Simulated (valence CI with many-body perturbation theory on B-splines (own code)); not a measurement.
Eu31+: magnetic and hyperfine properties of the levels

Calculated by valence CI with perturbative core correlation (CI+MBPT): four valence electrons over a frozen Dirac-Fock core [Ar] 3d10, radial functions for each j: 11 s, 11 p, 10 d, 8 f, 5 g, 2 h, with the one-electron correlation potential Σ1, the two-electron term Σ2, the three-electron term Σ3, Breit, model QED; selected CI, second order for the rest, scaled by the run's own slope (own B-spline code, finite nucleus).

The last digits are not significant, and no measured levels were compared; by estimate large intervals hold to a few tenths of a per cent, small ones and those within an open d or f shell to about a per cent. Among the levels kept, up to 380 cm⁻¹ of a level comes from second order outside the variational space, and about a tenth of that is noise between levels of different J, which matters for small intervals.

A/g_I is the dipole constant over the nuclear g factor μ/I (μ in nuclear magnetons, uniformly magnetised nucleus), B/Q the quadrupole constant per barn. Both hold the static response of the core; the bare values leave it out. Large factors of s and p1/2 electrons are usually good to 5 to 10 %; those of open d and f shells near neutrality can be off by tens of per cent, and small factors of p3/2, d and f electrons come from cancelling terms and can be off by a factor of two or in sign, in half-filled shells by more. B is blank for J = 1/2, where it vanishes, and for nearly pure S terms. Energies count from the lowest level. Levels with J = 0 are left out.

Levels are named by their leading jj configuration (3d3/2^4 stands for four electrons in 3d with j = 3/2), which in mixed levels can hold well under half, so a name can repeat and another be missing. Letters in brackets count levels of one name in rising energy.

```csv
Level,E (cm⁻¹),g,A/g_I (MHz),A/g_I bare,B/Q (MHz/b),B/Q bare
(4s^2 4p1/2 4p3/2) J=1,294130,1.498,-15700,-15400,28800,27600
(4s^2 4p1/2 4p3/2) J=2,320820,1.194,74500,71600,45400,43600
(4s^2 4p3/2^2) J=2,635070,1.301,30700,29400,12000,11500
(4s 4p1/2^2 4p3/2) J=2,852410,1.643,186000,178000,43900,42100
(4s 4p1/2^2 4p3/2) J=1,944830,0.987,-119000,-114000,43400,41700
(4s 4p1/2 4p3/2^2) J=2 [a],1123000,1.514,127000,122000,27500,26400
(4s 4p1/2 4p3/2^2) J=3,1175500,1.326,159000,153000,-5130,-4880
(4s^2 4p1/2 4d3/2) J=2,1206400,0.883,46400,44800,-5900,-5570
(4s 4p1/2 4p3/2^2) J=1 [a],1255200,1.262,57400,55300,-44000,-42200
(4s 4p1/2 4p3/2^2) J=1 [b],1295100,1.389,200000,193000,9380,9030
(4s 4p1/2 4p3/2^2) J=2 [b],1299400,0.959,11600,11200,1750,1700
(4s^2 4p1/2 4d3/2) J=1,1359900,0.891,-58000,-55300,9150,8840
(4s^2 4p1/2 4d5/2) J=3,1360000,1.112,44800,43400,18200,17600
(4s^2 4p1/2 4d5/2) J=2,1377000,1.294,-3970,-3440,9380,9110
(4s 4p3/2^3) J=2,1516400,1.369,152000,146000,-46900,-45100
(4s^2 4p3/2 4d3/2) J=1,1594500,1.193,-39100,-37600,-15000,-14400
(4s^2 4p3/2 4d3/2) J=2,1618100,1.026,16000,15500,-6040,-5770
(4s^2 4p3/2 4d5/2) J=4,1623200,1.248,14800,14400,69800,67200
(4s^2 4p3/2 4d3/2) J=3,1636700,1.169,24000,23300,37000,35700
(4s 4p3/2^3) J=1,1677900,1.294,-54300,-51800,-23100,-22200
(4s^2 4p3/2 4d5/2) J=2,1708800,1.293,48500,47000,-41600,-40000
(4s^2 4p3/2 4d5/2) J=3,1748400,1.133,17000,16600,21000,20300
(4s^2 4p3/2 4d5/2) J=1,1781900,0.967,-16400,-15300,6890,6690
(4s 4p1/2^2 4d3/2) J=1,1787600,0.355,-141000,-135000,4460,4350
(4s 4p1/2^2 4d3/2) J=2,1789400,1.250,119000,115000,2170,2190
(4p1/2^2 4p3/2^2) J=2,1839200,1.243,23000,22600,3940,3800
(4s 4p1/2^2 4d5/2) J=3,1886900,1.375,107000,103000,11900,11500
(4s 4p1/2^2 4d5/2) J=2,1977100,0.952,-42900,-40900,17800,17200
(4s 4p1/2 4p3/2 4d3/2) J=1 [a],2039100,1.232,89600,86400,-27900,-26800
(4s 4p1/2 4p3/2 4d3/2) J=2 [a],2046000,1.162,80500,77600,-24200,-23200
(4s 4p1/2 4p3/2 4d3/2) J=3 [a],2057200,1.188,97300,93800,-1410,-1290
(4s 4p1/2 4p3/2 4d3/2) J=4,2088600,1.273,97300,93800,28400,27400
(4s 4p1/2 4p3/2 4d5/2) J=4 [a],2104700,1.371,91600,88500,62900,60500
(4p1/2 4p3/2^3) J=1,2117600,1.451,-32400,-30600,-22400,-21500
```

Task: Take the isotope of mass number 151, with I = 5/2, μ = 3.4635 μN and Q = 0.903 b. What is the hyperfine structure of (4s 4p1/2 4p3/2^2) J=3?

Result: From the table A = 220000 MHz, B = -4630 MHz. Shifts from the centre of gravity in MHz: F = 1/2: -2200000, F = 3/2: -1870000, F = 5/2: -1320000, F = 7/2: -549000, F = 9/2: 441000, F = 11/2: 1650000.
